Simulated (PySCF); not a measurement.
# Peak assignment

Cartesian coordinates in Å; atom numbers follow the order of the lines, from 1:
```xyz
19

C     4.7387    0.6451   -0.1529
C     3.5711    0.3601   -0.1497
C     2.1967    0.0344   -0.1517
C     1.3199    0.8452   -0.8649
C    -0.0407    0.6268   -0.9438
C    -0.6864   -0.4372   -0.3196
C    -2.1817   -0.5570   -0.4334
C    -2.8623    0.1693    0.7286
C     0.0059   -1.3587    0.4439
P     1.7086   -1.3835    0.7549
H     5.7582    0.8925   -0.1532
H     1.7394    1.6978   -1.3849
H    -0.6366    1.3172   -1.5251
H    -2.5172   -0.1223   -1.3773
H    -2.4737   -1.6092   -0.4195
H    -3.9435    0.0858    0.6472
H    -2.5940    1.2236    0.7261
H    -2.5510   -0.2608    1.6783
H    -0.5612   -2.1601    0.9047
```

Single conformer, equivalent nuclei averaged, relativity neglected, isolated molecule. PBE0/pcSseg-1 with gauge-including orbitals; coordinates at the GFN2-xTB level; PySCF 2.14.

δ = σ(ref) − σ, references computed at the same level: TMS for ¹³C, ¹H.

Question: Assign these signals to the numbered atoms. ¹³C{¹H} NMR (computed): δ 164.3 (CH), 156.3 (C), 154.8 (C), 146.6 (CH), 134.9 (CH), 95.3 (CH), 90.5 (C), 38.8 (CH2), 22.3 (CH3).

Answer: 
| δ (ppm) | atoms | environment | reason |
| --- | --- | --- | --- |
| 164.3 | C9 | aromatic CH | – |
| 156.3 | C3 | substituted aromatic carbon | – |
| 154.8 | C6 | substituted aromatic carbon | – |
| 146.6 | C4 | aromatic CH | – |
| 134.9 | C5 | aromatic CH | the aromatic region |
| 95.3 | C1 | terminal alkyne carbon | the triple bond shields along its axis, which puts it between sp3 and sp2 carbons |
| 90.5 | C2 | alkyne carbon | the triple bond shields along its axis, which puts it between sp3 and sp2 carbons |
| 38.8 | C7 | sp3 CH2 on an aromatic ring | aliphatic region, no heteroatom directly attached |
| 22.3 | C8 | methyl carbon | aliphatic region, no heteroatom directly attached |

C3 and C6 lie closer than the usual error of such a calculation, so a measured spectrum could show them in the other order.

Question: Assign these signals to the numbered atoms. ¹H NMR (500 MHz, computed): δ 8.98 (m, 1H), 8.34 (m, 1H), 7.57 (m, 1H), 3.51 (s, 1H), 2.72 (q, 2H), 1.27 (t, 3H).

Answer: 
8.98 → H19, hydrogen on an aromatic CH: ring-current deshielding
8.34 → H12, hydrogen on an aromatic CH
7.57 → H13, hydrogen on an aromatic CH
3.51 → H11, hydrogen on a terminal alkyne carbon: it lies on the axis of the triple bond, in its shielding cone
2.72 → H14/H15, hydrogen on an sp3 CH2 on an aromatic ring: benzylic-type position, deshielded by the ring
1.27 → H16/H17/H18, hydrogen on a methyl carbon

Splittings by ³¹P in the carbon and heteronuclear signals aren't shown, as no couplings were computed. Shifts are as computed. Against solution values, carbons near 30 ppm lie about +3 ppm off and those near 130 ppm about +5 ppm. Of 1211 compounds with measured shifts, 218 miss one by over three times the rms of a fit or turn the order of signals round; such compounds aren't used in these exercises. Multiplicities follow the n + 1 count of equivalent neighbours, as no J values were calculated; m marks all less simple cases, F and P coupling included.
